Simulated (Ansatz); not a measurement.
The cluster Si₃O₄⁻, relaxed as a doublet with UKS r2SCAN-D4/def2-SVPD in Ansatz, starting from the GFN2-xTB geometry. Force threshold 0.02 eV/Å.

Another isomer (doublet) lies 0.53 eV lower at PBE0-D4/def2-TZVPD; other spin states weren't run for this one.

Start:

```xyz
7

Si   -0.659    1.178    1.546
Si    0.747    1.369   -0.196
Si   -0.476   -1.263   -0.100
O    -1.096   -0.508    1.153
O     0.513   -0.240   -0.814
O     1.745    2.151   -1.061
O    -0.774   -2.687   -0.529
```

```json
{"step": "1", "energy (eV)": "-31807.8435", "largest force component (eV/Å)": "1.936", "SCF passes": "24"}
{"step": "2", "energy (eV)": "-31808.0913", "largest force component (eV/Å)": "0.747", "SCF passes": "31"}
{"step": "3", "energy (eV)": "-31808.1357", "largest force component (eV/Å)": "0.138", "SCF passes": "25"}
{"step": "4", "energy (eV)": "-31808.1368", "largest force component (eV/Å)": "0.097", "SCF passes": "27"}
{"step": "5", "energy (eV)": "-31808.1369", "largest force component (eV/Å)": "0.085", "SCF passes": "25"}
{"step": "6", "energy (eV)": "-31808.1375", "largest force component (eV/Å)": "0.046", "SCF passes": "26"}
{"step": "7", "energy (eV)": "-31808.1377", "largest force component (eV/Å)": "0.007", "SCF passes": "28"}
```

Force components are those of the run's own axes.

End:

Cartesian coordinates in Å:
```
Si -0.691 1.223 1.616
Si 0.769 1.321 -0.252
Si -0.485 -1.291 -0.105
O -1.094 -0.477 1.168
O 0.551 -0.287 -0.891
O 1.758 2.253 -1.018
O -0.807 -2.742 -0.516
```

By distances, no bond broke or formed. The bond that changes most is Si1–Si2, from 2.25 to 2.37 Å (atoms count from 1).

No frequencies were taken in this run, so the end may be a saddle point.

It took 53 s on 4 threads of Intel Xeon on a shared host.
